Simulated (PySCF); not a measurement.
Isomers of C4H9F2N, mass 109.070 u with the commonest isotopes. Theory: PBE0/def2-SVPD in PySCF (dipole) on a GFN2-xTB geometry, gas phase. One conformer each, none proved a minimum here; rigid rotors.

Question: Order these by dipole moment, largest first.
A. `[CH3:1][NH:2][C@H:3]([CH3:4])[CH:5]([F:6])[F:7]` with C1–N2–C3–C4 -166°, N2–C3–C5–F6 -71°
B. `[CH3:1][CH2:2][NH:3][CH2:4][CH:5]([F:6])[F:7]` with C1–C2–N3–C4 -179°, C2–N3–C4–C5 180°, N3–C4–C5–F6 169°
C. `[CH3:1][N:2]([CH3:3])[CH2:4][CH:5]([F:6])[F:7]` with C1–N2–C4–C5 71°, N2–C4–C5–F6 151°

Answer: C (2.44 D), B (2.32 D), A (1.81 D).

Question: Order these by rotational constant C, smallest first.
A. `[CH3:1][N:2]([CH3:3])[CH2:4][CH:5]([F:6])[F:7]` with C1–N2–C4–C5 71°, N2–C4–C5–F6 151°
B. `[CH3:1][NH:2][C@H:3]([CH3:4])[CH:5]([F:6])[F:7]` with C1–N2–C3–C4 -166°, N2–C3–C5–F6 -71°
C. `[CH3:1][CH2:2][NH:3][CH2:4][CH:5]([F:6])[F:7]` with C1–C2–N3–C4 -179°, C2–N3–C4–C5 180°, N3–C4–C5–F6 169°

Answer: C (964.0 MHz), A (1257 MHz), B (1416 MHz).

Question: Order these by radius of gyration √(Σ m r²/M), smallest first.
A. `[CH3:1][NH:2][C@H:3]([CH3:4])[CH:5]([F:6])[F:7]` with C1–N2–C3–C4 -166°, N2–C3–C5–F6 -71°
B. `[CH3:1][CH2:2][NH:3][CH2:4][CH:5]([F:6])[F:7]` with C1–C2–N3–C4 -179°, C2–N3–C4–C5 180°, N3–C4–C5–F6 169°
C. `[CH3:1][N:2]([CH3:3])[CH2:4][CH:5]([F:6])[F:7]` with C1–N2–C4–C5 71°, N2–C4–C5–F6 151°

Answer: A (1.840 Å), C (1.950 Å), B (2.220 Å).

```csv
SMILES,point group,Ia (u·Å²),Ib (u·Å²),Ic (u·Å²),κ,μa (D),μb (D),μc (D)
CCNCC(F)F,C1,69.86,481.37,524.25,-0.97,2.27,0.45,0.11
CN(C)CC(F)F,C1,103.06,324.58,401.90,-0.84,2.42,0.32,0.06
CN[C@H](C)C(F)F,C1,150.98,230.48,356.80,-0.20,1.20,0.74,1.13
```
